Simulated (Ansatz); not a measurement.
Molecule: C$_{4}$H$_{6}$GeS, net charge 0, singlet state. SMILES: [GeH3][c]1cccs1
Coordinates optimised at B3LYP-D3(BJ)/def2-TZVP (Ansatz, a first-principles code):
```xyz
12

Ge     1.7530     0.1111    -0.1043
C     -0.1891     0.1444    -0.0800
C     -1.0024     1.1076    -0.6239
C     -2.3881     0.8506    -0.4427
C     -2.6184    -0.3093     0.2396
S     -1.1464    -1.0868     0.6602
H      2.3140     0.1156     1.3278
H      2.2141     1.3723    -0.8509
H      2.2654    -1.1442    -0.8306
H     -0.6194     1.9771    -1.1400
H     -3.1752     1.4975    -0.8025
H     -3.5655    -0.7439     0.5145
```
Charge 0, spin multiplicity 1.

Computed values are from Ansatz. Valence correlation only, unless marked. UHF or UKS for open shells. Spin-orbit coupling is left out. The frozen core is the preceding noble-gas configuration, with the filled d and f shells of earlier blocks. No relativistic terms. CBS marks a two-point X^-3 extrapolation of the correlation energy; Hartree-Fock from the larger set. The bracket is a focal-point correction in the basis named.

The Hartree-Fock reference is unstable (checked in the largest basis), which strains HF and MP2. 

### Question
What is the total energy at CCSD(T)/CBS(def2-TZVPPD,def2-QZVPPD)?

### Answer
-2629.0868 Eh.

### Question
What is the atomisation energy De at CCSD(T)/CBS(def2-TZVPPD,def2-QZVPPD)?

### Answer
1141.0 kcal/mol.

### Question
What is the dipole moment at CCSD(T)/def2-SVPD?

### Answer
0.79 D.

### Question
What is the vertical ionisation energy (to the doublet) at RI-MP2/CBS(def2-TZVPPD,def2-QZVPPD)+[CCSD(T)-MP2]/def2-TZVPPD?

### Answer
8.99 eV.

### Question
What is the T1 diagnostic at CCSD/def2-QZVPPD?

### Answer
0.013.
